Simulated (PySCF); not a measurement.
A calculated (wB97M-V, PySCF 2.14, aug-cc-pVTZ, the non-relativistic Hamiltonian (point nucleus)) atom or ion has these occupied shells.

```csv
shell,electrons,orbital energy (eV),"rms radius, mean of both spins (bohr)"
1s α,1,-4893.1,0.0812
1s β,1,-4893.1,0.0812
2s α,1,-562.09,0.354
2s β,1,-561.69,0.354
2p α,3,-470.53,0.322
2p β,3,-470.20,0.322
3s α,1,-82.452,1.07
3s β,1,-81.411,1.07
3p α,3,-57.427,1.16
3p β,3,-56.256,1.16
3d α,1,-21.299,1.49
4s α,1,-14.619,3.24
4s β,1,-14.410,3.24
```

**Question.** Name the element and its charge.

**Answer.** Ti⁺ (titanium, charge +1), in [Ar] 3d1 4s2, 2D determinant (an excited configuration).
